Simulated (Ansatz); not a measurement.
Basis-set extrapolation for `[SiH3]B1B[SiH2]1` (PBE0-D4/def2-TZVP geometry, frozen core, Ansatz 0.2.0). Multiplicity 1, RHF reference.

```
                      def2-TZVPP   def2-QZVPP
                 HF  -630.648241  -630.667936
    MP2 correlation    -0.460043    -0.489732
CCSD(T) correlation    -0.538338      not run
```

Energies in hartree. Use E(X) = E(∞) + A·exp(−7.88·√X) for Hartree–Fock and E(X) = E(∞) + B·X^(−2.97) for correlation, with X = 3 and 4, and add CCSD(T) minus MP2 of the smaller set to the MP2 limit.

What is the CCSD(T) energy at the basis-set limit?

HF limit: -630.667936 + (-0.019695) × 0.13774 = -630.67065. MP2 limit: -0.489732 + (-0.029689) × 0.74074 = -0.51172. Higher-order term: -0.538338 − (-0.460043) = -0.07830. Total: -631.26067 hartree, 46.5 kcal/mol below CCSD(T)/def2-TZVPP.
